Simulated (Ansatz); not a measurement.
Born–Oppenheimer molecular dynamics of H$_{3}$ (3 atoms, charge 0, multiplicity 2). It starts at the highest image of a converged band, a first-order saddle point between two minima.

Level of theory: Ansatz, UKS PBE0-D4/def2-SVP.

* ensemble: NVE (velocity Verlet)
* time step: 0.5 fs
* steps asked: 200
* starting velocities drawn for: 300 K
* seed: 7412

First frame:

```xyz
3
Properties=species:S:1:pos:R:3
H 0.000 0.000 0.000
H 0.936 -0.092 0.066
H -0.936 0.092 -0.066
```

Q: How far do the bonds stretch over the last three quarters of this one trajectory? (Pairs bonded in most of those frames.)

A: 
| bond | mean (Å) | spread (Å) | shortest | longest |
| --- | --- | --- | --- | --- |
| H1–H3 | 0.768 | 0.044 | 0.70 | 0.84 |

Mean temperature of the second half: 1577 K. The conserved energy stayed within 0.54 meV per atom of its start (net change -0.41 meV per atom), so the integration is sound. The kinetic energy rose, since the run started high on the potential surface and went downhill. It ends in pieces (H + H2), so much of that is their flight and rotation, not heat. A run of 0.1 ps of so small a system gives no equilibrium averages.

Run time: 39 s on 1 thread of AMD EPYC (Zen 3), on a shared host, peak memory 0.081 GiB.
